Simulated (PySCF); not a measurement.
CH₇O₂PSi. Atoms are numbered in the order given.

```xyz
12

C      1.9529     0.0539    -0.5167
Si     0.2279     0.2610     0.1508
O     -0.4363     1.7270    -0.2839
O      0.3858     0.1158     1.8032
P     -1.3117    -1.2117    -0.5922
H      2.3567    -0.9347    -0.2509
H      1.9663     0.1516    -1.6125
H      2.6269     0.8148    -0.0904
H      0.1070     2.5034    -0.1158
H     -0.4342     0.1534     2.3054
H     -1.0553    -0.9228    -1.9671
H     -0.3967    -2.3090    -0.5512
```
Charge 0, spin multiplicity 1.

Coordinates come from a PBE0-D3(BJ)/def2-SVP optimisation. This is a generated structure with no PubChem entry under its InChIKey; it may be hypothetical. One conformer was computed; it need not be the lowest.

All values below come from PySCF 2.14.0 with TDA-PBE/def2-SVPD.

Vertical excitations. Isolated molecule, no solvent.

```tsv
state	energy (eV)	λ (nm)	f	main pairs
S1	5.47	227	0.023	HOMO→LUMO 98 %
S2	5.96	208	0.005	HOMO→LUMO+1 95 %
S3	6.56	189	0.012	HOMO−1→LUMO 97 %
S4	6.71	185	0.031	HOMO→LUMO+3 63 %, HOMO→LUMO+2 27 %
S5	6.80	182	0.052	HOMO→LUMO+4 41 %, HOMO→LUMO+3 25 %, HOMO→LUMO+2 21 %
S6	6.92	179	0.054	HOMO−2→LUMO 89 %
S7	6.98	178	0.025	HOMO−3→LUMO 73 %
S8	7.06	176	0.057	HOMO−1→LUMO+1 32 %, HOMO−3→LUMO 25 %, HOMO→LUMO+5 13 %, HOMO→LUMO+2 11 %
S9	7.14	174	0.035	HOMO−1→LUMO+1 32 %, HOMO→LUMO+5 24 %, HOMO→LUMO+4 17 %, HOMO−2→LUMO+1 14 %
S10	7.33	169	0.236	HOMO→LUMO+5 51 %, HOMO→LUMO+2 15 %, HOMO→LUMO+4 11 %
T1	5.25	236	0	HOMO→LUMO 89 %
T2	5.48	226	0	HOMO→LUMO+1 87 %
T3	5.76	215	0	HOMO→LUMO+2 89 %
T4	6.37	195	0	HOMO−1→LUMO 76 %, HOMO→LUMO+4 13 %
```
Triplets are in the Tamm–Dancoff approximation.
